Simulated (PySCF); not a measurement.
Telling isomers of C8H13NSi apart by NMR

All values are calculated (PySCF 2.14.0 with density-fitted response routines): σ from GIAO-PBE0/pcSseg-1, PBE0-D3(BJ)/def2-SVP structure. A single conformation, equivalent nuclei averaged, relativity neglected, in vacuum.

Scale: 1H (31.27 ppm) and 13C (184.41 ppm) against TMS (reference shieldings calculated alike). Where no couplings were computed, multiplicities follow the n + 1 count of equivalent neighbours, and m marks all less simple cases (inequivalent or close neighbours, rings, F or P nearby). Shifts are as computed. Against solution values, carbons near 30 ppm lie about +2 ppm off and those near 130 ppm about +5 ppm (rms about the fit 1.9 ppm; single classes can miss by 10 ppm). Of 1328 compounds with measured shifts, 309 miss one by over three times the rms of a fit or turn the order of signals round; such compounds aren't used in these exercises. Signals without a measured value on file couldn't be tested in this way; 1H shifts scatter by 0.2 ppm about their fit, and single ones miss by 0.5 ppm.

(1) Tabulate the signals of `C[Si](C)(C)c1ccccn1`, `C[Si](C)(C)c1ccncc1` and their relative energies.

(2) What is the quickest way to tell C[Si](C)(C)c1ccccn1 from C[Si](C)(C)c1ccncc1?

## Answers

(1) 
| SMILES | carbon types | δC | δH | E rel. (kcal/mol) |
| --- | --- | --- | --- | --- |
| C[Si](C)(C)c1ccccn1 | 1×C 4×CH 3×CH3 | 175.5, 155.6, 139.1, 133.8, 127.1, -1.7 | 8.90 (d, 1H), 7.56 (m, 1H), 7.47 (m, 1H), 7.09 (m, 1H), 0.32 (s, 9H) | 0.2 |
| C[Si](C)(C)c1ccncc1 | 1×C 4×CH 3×CH3 | 154.9, 153.9, 133.2, -1.3 | 8.72 (d, 2H), 7.25 (d, 2H), 0.28 (s, 9H) | 0.0 |

Energies are electronic energies at PBE0/pcSseg-1 on these geometries, without zero-point or thermal terms, each for the one conformer computed, which needn't be the lowest.

(2) Count the carbon signals: 6 against 4. The first has a substituted aromatic carbon next to a ring nitrogen (C) at 175.5 ppm, the second a substituted aromatic carbon (C) at 153.9 ppm. Their most deshielded carbons lie at 175.5 and 154.9 ppm.
